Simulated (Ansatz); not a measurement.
Molecule: sum formula H₂BO₃, net charge -1, singlet state. 
Structure (B3LYP-D3(BJ)/def2-TZVP (Ansatz, a quantum-chemistry and plane-wave program) minimum search):
```
B
O 1 1.2774
O 1 1.4642 2 124.32
H 3 0.9610 1 111.23 2 162.70
O 1 1.4642 2 124.32 3 -180.00
H 5 0.9610 1 111.23 2 162.70
```
Charge -1, spin multiplicity 1.

Basis-set convergence of Hartree-Fock and CCSD(T) correlation energies (hartree) with Ansatz. Cores are frozen in the correlated levels unless marked. Spin-orbit coupling is left out. No relativistic terms. This anion needs diffuse functions, which these sets lack.

```json
[
 {"basis": "cc-pVDZ", "functions": "-", "E(HF)": "-250.58038", "E(corr, CCSD(T))": "-0.67842", "rough core time": "under 20 s"},
 {"basis": "cc-pVTZ", "functions": "148", "E(HF)": "?", "E(corr, CCSD(T))": "?", "rough core time": "24 s"}
]
```

Question: What belongs in the gaps?

Answer: 
- cc-pVTZ, E(HF): -250.67584
- cc-pVTZ, E(corr, CCSD(T)): -0.86813
